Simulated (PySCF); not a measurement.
## Dipole response of Li⁺ (lithium, charge +1)

1s2, closed-shell 1S. All numbers are calculated (PySCF 2.14, no relativity, point nucleus, in def2-TZVPPD (5s4p1d, 22 functions)). Coupled (time-dependent) response in atomic units; α is the mean over directions.

```
method  mean α (bohr³)  C₆ (like pair)    S(−4)
   UHF          0.1728         0.06339  0.02513
   PBE          0.1929         0.07308  0.03278
  PBE0          0.1867         0.07008  0.03032
  PW91          0.1921         0.07256  0.03263
PBEsol          0.1953         0.07448  0.03359
```

S(−4) is the Cauchy moment in α(ω) = α(0) + S(−4) ω² + …

α(iu) at UHF:

| u (hartree) | α(iu) (bohr³) |
| --- | --- |
| 0 | 0.1728 |
| 0.0500 | 0.1728 |
| 0.100 | 0.1726 |
| 0.200 | 0.1718 |
| 0.300 | 0.1706 |
| 0.500 | 0.1668 |
| 0.750 | 0.1599 |
| 1.00 | 0.1512 |
| 1.50 | 0.1314 |
| 2.00 | 0.1117 |
| 3.00 | 0.07999 |
| 5.00 | 0.04478 |

A single London oscillator, α(iu) = α/(1 + u²/ω²), gives C₆ = (3/4) ω α². Matching the computed C₆ needs ω = 4 × 0.06339 / (3 × 0.1728²) = 2.83 hartree.

For an ion, C₆ is the dispersion term alone; charge-induced terms of lower order in 1/R come first.
